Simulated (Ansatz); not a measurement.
Basis-set extrapolation for C2H2ClF2NSi, SMILES `FC(F)[SiH]1N=C1Cl` (PBE0-D4/def2-TZVP geometry, frozen core, Ansatz 0.2.0). Multiplicity 1, RHF reference.

|  | def2-TZVPP | def2-QZVPP |
| --- | --- | --- |
| HF | -1078.752545 | -1078.788561 |
| MP2 correlation | -1.302641 | -1.413358 |
| CCSD(T) correlation | -1.390443 | not run |

Energies in hartree. Use E(X) = E(∞) + A·exp(−7.88·√X) for Hartree–Fock and E(X) = E(∞) + B·X^(−2.97) for correlation, with X = 3 and 4, and add CCSD(T) minus MP2 of the smaller set to the MP2 limit.

Question: What is the CCSD(T) energy at the basis-set limit?

Answer: HF limit: -1078.788561 + (-0.036016) × 0.13774 = -1078.79352. MP2 limit: -1.413358 + (-0.110717) × 0.74074 = -1.49537. Higher-order term: -1.390443 − (-1.302641) = -0.08780. Total: -1080.37669 hartree, 146.7 kcal/mol below CCSD(T)/def2-TZVPP.
